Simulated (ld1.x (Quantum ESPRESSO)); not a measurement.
## iron (Fe): variants of one TM potential

Base potential:

- Element: iron (Fe)
- Generator: ld1.x (Quantum ESPRESSO) 7.5
- Type: norm-conserving Troullier–Martins (Kleinman–Bylander form)
- Functional: PBE
- Relativity: non-relativistic
- Frozen core: [Ne]
- Valence charge: 16
- Reference configuration: 3s2 3p6 3d6 4s1.75 4p0 (charge +0.25)
- Partial waves: 3s (bound): rc 1.20 bohr; 3d (bound): rc 0.80 bohr; 3p (bound): rc 1.20 bohr
- Local potential: the p channel
- Core correction: a·sin(br)/r model core inside 0.45 bohr

Occupied shells without a wave of their own: 4s. They enter only through the test configuration that unscreens the potential, and ld1.x also counts them in the model core charge.

All-electron outer shells of the reference configuration (PBE, non-relativistic, ld1.x):

```json
{"shell": "2p", "level (eV)": "-697.71", "outermost node (bohr)": "–", "outermost maximum (bohr)": "0.18"}
{"shell": "3s", "level (eV)": "-93.91", "outermost node (bohr)": "0.33", "outermost maximum (bohr)": "0.71"}
{"shell": "3p", "level (eV)": "-61.60", "outermost node (bohr)": "0.30", "outermost maximum (bohr)": "0.72"}
{"shell": "3d", "level (eV)": "-9.73", "outermost node (bohr)": "–", "outermost maximum (bohr)": "0.71"}
{"shell": "4s", "level (eV)": "-6.85", "outermost node (bohr)": "1.01", "outermost maximum (bohr)": "2.41"}
{"shell": "4p", "level (eV)": "-2.72", "outermost node (bohr)": "1.10", "outermost maximum (bohr)": "3.17"}
```

Cutoffs, loose and tight: the cutoffs (Ry, on a coarse ladder) from which the occupation-weighted sum of valence levels, in a spherical-Bessel basis at the reference potential, stays within 10 and 1 mRy of its value at 400 Ry. They do not see the model core or the augmentation charge, which bear on the density cutoff. Test errors are all-electron minus pseudo excitation energies from the reference, over the configurations 3s2 3p6 3d6 4s2 4p0; 3s2 3p6 3d6 4s1 4p0; 3s2 3p6 3d6 4s0 4p0; 3s2 3p6 3d6 4s0 4p2; 3s2 3p6 3d5 4s2 4p1; 3s2 3p6 3d5 4s2 4p0; 3s2 3p6 3d6 4s1 4p1. A dash means not determined; rows that change the core or the reference have their own tests. The largest error is taken over the tests solved by every variant that gives reliable tests at all: 3s2 3p6 3d5 4s2 4p0; 3s2 3p6 3d5 4s2 4p1; 3s2 3p6 3d6 4s0 4p0; 3s2 3p6 3d6 4s0 4p2; 3s2 3p6 3d6 4s1 4p1; 3s2 3p6 3d6 4s2 4p0.

With those shells counted twice in exchange and correlation these files are broken, and their errors move erratically; no question is asked of them.

```csv
change,outcome,"cutoff, loose","cutoff, tight",bound ghosts,largest test error (meV)
base,"generated, misses its reference levels by 0.31 eV",260 Ry,300 Ry,none,-1331
reference 3s2 3p6 3d6 4s1 4p0,"generated, misses its reference levels by 0.38 eV",260 Ry,300 Ry,none,-1387
"all radii but the core radius scaled by about 1.15 (s 1.38, p 1.38, d 0.92 bohr)","generated, misses its reference levels by 0.47 eV",230 Ry,300 Ry,none,-1781
scalar-relativistic,"generated, misses its reference levels by 0.33 eV",260 Ry,300 Ry,none,-1364
local potential the s channel,"generated, misses its reference levels by 0.55 eV",260 Ry,300 Ry,none,-1992
wave 3s (bound): rc 1.20 bohr becomes 3s (bound): rc 1.42 bohr,"generated, misses its reference levels by 0.52 eV",260 Ry,300 Ry,none,-1919
wave 3d (bound): rc 0.80 bohr becomes 3d (bound): rc 0.74 bohr,"generated, misses its reference levels by 0.31 eV",300 Ry,over 300 Ry,none,-1331
core correction a·sin(br)/r model core inside 0.60 bohr,"generated, misses its reference levels by 0.31 eV",260 Ry,300 Ry,none,-1330
functional PW91,"generated, misses its reference levels by 0.31 eV",260 Ry,300 Ry,none,-1393
"type PAW; waves now 3s (bound): rcut 1.10, rcutus 1.20 bohr; 4s (bound): rcut 1.10, rcutus 1.20 bohr; 3p (bound): rc 1.20 bohr; 4p (bound): rc 1.20 bohr; 3d (bound): rcut 0.70, rcutus 0.80 bohr; 3d channel at 3.55 Ry: rcut 0.70, rcutus 0.80 bohr; local potential all-electron potential smoothed inside 0.80 bohr (lloc = -1); augmentation BESSEL, radius 0.65 bohr",failed: invmat: error in DGETRF,–,–,–,–
```
